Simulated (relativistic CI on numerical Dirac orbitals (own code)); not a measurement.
# One change at a time: Hg10+

Base calculation: Dirac-Coulomb-Breit CI, KLI orbitals optimised for each configuration, QED by a radiative potential, unscaled Slater integrals.

CI space (outside the closed core [Kr] 4d10): 4f14.5s2.5p6.5d2, 4f14.5s2.5p6.5d.6s, 4f14.5s2.5p6.5d.5f, 4f14.5s2.5p5.5d3, 4f14.5s2.5p6.6s2, 4f14.5s2.5p6.5d.6p, 4f14.5s2.5p6.5f2, 4f14.5s2.5p6.5d.5g, 4f14.5s2.5p6.6s.6p, 4f14.5s2.5p6.5f.6s, 4f14.5s.5p6.5d3, 4f14.5s2.5p6.5d.6d, 4f14.5s2.5p5.5d2.5f, 4f14.5s2.5p6.6p2, 4f14.5s2.5p6.5f.6p, 4f14.5s2.5p6.5d.7s, 4f14.5s2.5p6.5g2, 4f14.5s2.5p6.5d.7p, 4f14.5s2.5p6.5g.6s, 4f14.5s2.5p5.5d2.6s, 4f14.5s2.5p5.5d2.5g, 4f14.5s2.5p6.5d.6f, 4f13.5s2.5p6.5d3, 4f14.5s.5p6.5d2.5f, 4f14.5s2.5p6.5d.7d, 4f14.5s2.5p6.5g.6p, 4f14.5s2.5p6.5d.8s, 4f14.5s2.5p5.5d2.6p, 4f14.5s2.5p6.5d.8p, 4f14.5s2.5p6.5f.5g, 4f14.5p6.5d4, 4f14.5p5.5d5. Double excitations out of closed p, d and f shells are left out; levels of such configurations are missing from the list, as are those of other unlisted configurations, and high levels can miss mixing partners. Some configurations lack a partner that the ground configuration has and come out too high, among them 4f14.5s2.5p5.5d2.5f, 4f14.5s2.5p5.5d2.6s, 4f14.5s2.5p5.5d2.5g, 4f14.5s.5p6.5d2.5f, 4f14.5s2.5p5.5d2.6p.

Variants: (1) valence Slater integrals scaled by 0.9; (2) non-relativistic limit. Shifts of the energy above 4f14.5s2.5p6.5d2 3F_2, in cm⁻¹, for the lowest level and the first level of each name with at least 55 % of one term (blank where a level changes its place among those of its configuration and J or its character, or is not in the variant):

```
                   Level    Base   Δ(1)    Δ(2)
   4f14.5s2.5p6.5d2 3F_2       0      0       0
   4f14.5s2.5p6.5d2 3F_3   20259   +233  -20259
   4f14.5s2.5p6.5d2 3P_0   23468  -1887   -7397
   4f14.5s2.5p6.5d2 3F_4   33141   -462  -33141
   4f14.5s2.5p6.5d2 3P_1   36784  -1301  -20713
   4f14.5s2.5p6.5d2 1G_4   53893  -1232  -31179
   4f14.5s2.5p6.5d2 1S_0   95124  -5408  -32630
 4f14.5s2.5p6.5d.6s 3D_1  312224  -1350  +77904
 4f14.5s2.5p6.5d.6s 3D_2  315061  -1560  +75067
 4f14.5s2.5p6.5d.6s 3D_3  336514  -1331  +53614
 4f14.5s2.5p6.5d.6s 1D_2  343054  -2006  +53603
4f14.5s2.5p6.5d.6p 3F°_2  431080  -1655        
4f14.5s2.5p6.5d.6p 3D°_1  436311  -2011  +57395
  4f14.5s2.5p5.5d3 5D°_0  476355  +2566  -44728
4f14.5s2.5p6.5d.6p 3P°_1  486486  -2632        
4f14.5s2.5p6.5d.6p 3P°_0  490264  -2969        
4f14.5s2.5p6.5d.6p 3F°_4  506907  -2286        
4f14.5s2.5p6.5d.6p 3P°_2  507340  -2276        
  4f14.5s2.5p5.5d3 3P°_0  511618   -500  -50735
4f14.5s2.5p6.5d.6p 1P°_1  517954  -3185        
  4f14.5s2.5p5.5d3 3D°_3  526175  +1215        
  4f14.5s2.5p5.5d3 3I°_7  533049   +376  -57102
```

At this charge transitions that keep the count of f electrons are usually good to a few per cent. Terms inside the open d or f shell come out 10 to 20 % too wide with unscaled integrals. Levels and lines within the n = 5 or 6 shells can be off by up to 10 % or somewhat more, and those that change n by about 2 %, since core polarisation is missing. Levels that differ in their count of f electrons can be misplaced by several ten thousand cm⁻¹, since the correlation energy of f electrons is missing or only estimated; rates across such gaps can be off by orders of magnitude.

Ionisation energy from one configuration of each of the two ions, the ground ones as tabulated or assumed: base 172.896 eV; valence Slater integrals scaled by 0.9 172.783 eV. The NIST ASD value (theoretical) is 173 ± 2.4 eV.

LS names give the leading component of a level, which can be under half, so a name can repeat, a term be missing and a line seem to break the LS rules.
